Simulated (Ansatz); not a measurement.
A nudged elastic band was laid between two geometries of CH6AlFO + H2O (13 atoms, charge 0, multiplicity 1).

These are results of RKS BLYP/def2-SVP in Ansatz, not measurements.

```yaml
movable_images: 7
climbing_image: yes
spring: 5.0 eV/Å²
optimiser: quadratic models (default)
start_path: through a guess of the saddle point
force_threshold: 0.05 eV/Å
iteration_limit: 60
end_points: relaxed
```

Image 0:

```xyz
13
Properties=species:S:1:pos:R:3
Al 0.172 -0.859 -0.154
H 1.535 -1.595 -0.547
C -1.609 -1.338 -0.860
O 0.450 0.997 -0.771
H 0.963 1.031 1.808
F 0.186 -0.450 1.553
H 2.350 1.704 1.548
O 1.390 1.864 1.449
H -2.401 -0.622 -0.549
H -1.930 -2.337 -0.494
H -1.628 -1.392 -1.970
H -0.361 1.478 -1.030
H 0.882 1.521 0.017
```

Image 8:

```xyz
13
Properties=species:S:1:pos:R:3
Al -0.643 0.161 -0.292
H 1.328 -0.815 -0.288
C -1.381 -1.587 -0.729
O -0.433 1.354 -1.513
H 1.033 1.025 1.930
F -0.680 0.735 1.324
H 1.584 -0.297 0.242
O 2.000 1.018 1.731
H -2.490 -1.534 -0.756
H -1.103 -2.362 0.014
H -1.043 -1.925 -1.730
H -0.339 2.304 -1.339
H 2.167 1.926 1.407
```

Question: What changes between the two ends?

Answer: Bonds broken: Al1–H2, O4–H13, H7–O8. Bonds formed: H2–H7, O8–H13. CH6AlFO + H2O becomes CH4AlFO + H2 + H2O.

Question: What energy profile does the band end with?

Answer: The run converged. The highest image is number 4 of 0 to 8, 0.55 eV above the first end and 0.27 eV above the last; the last end lies 0.28 eV above the first. The profile has 2 maxima (images 4, 7) with wells between them (image 5): this band takes more than one step, which may be the mechanism or a detour left from its start path. A structure lower than the last end lies on the path between it and the top, so the climb from that side starts below the end, which may itself be a saddle point or a shallow side well. A vibrational analysis at the climbing image gives one clearly imaginary mode, 773i cm⁻¹: a first-order saddle point. The orbitals stay closed-shell, which can raise the energy where a bond breaks towards radicals; this wasn't checked here.

```csv
image,path coordinate (Å),energy (eV),Al1–H2 (Å),O4–H13 (Å),H7–O8 (Å)
0,0.00,0.00,1.60,1.04,0.98
1,1.00,0.03,1.60,1.04,0.98
2,2.00,0.14,1.61,1.03,0.98
3,3.00,0.20,1.63,1.03,0.99
4,4.00,0.55,1.74,1.38,1.19
5,5.05,0.25,2.08,1.79,1.90
6,6.09,0.26,2.09,1.97,1.96
7,7.14,0.29,2.21,3.05,2.05
8,8.19,0.28,2.20,3.95,2.03
```

Question: What is the geometry of the highest image?

Answer: 
```xyz
13
Properties=species:S:1:pos:R:3
Al -0.433 -0.259 0.184
H 1.188 -0.798 0.509
C -1.435 -1.522 -0.930
O 0.141 1.316 -0.576
H 1.845 1.517 1.712
F -1.046 0.156 1.723
H 1.739 0.124 0.726
O 2.128 1.249 0.810
H -2.434 -1.120 -1.208
H -1.610 -2.475 -0.386
H -0.904 -1.771 -1.873
H -0.473 2.025 -0.836
H 1.292 1.559 0.145
```

Time of the run: 10 min on 2 threads of Intel(R) Xeon(R) Platinum 8488C (Sapphire Rapids) (shared host), peak memory 0.17 GiB.
